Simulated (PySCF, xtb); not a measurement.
C2H8GeOSi, SMILES C[Si@H]1O[CH2][GeH2]1.

GFN2-xTB (xtb 6.7.1) at its own geometry gives an orbital gap of 4.27 eV and a dipole moment of 1.69 D.

Coordinates come from a r2SCAN-D4/def2-SVP optimisation. The structure was generated by enumeration; whether it is a known compound was not checked.

Q: What does r2SCAN/def2-TZVP (PySCF) give? (The exact figures need the calculation; the answer reports its results.)

A: gap 5.99 eV (levels -6.45 and -0.47 eV), dipole 1.05 D.
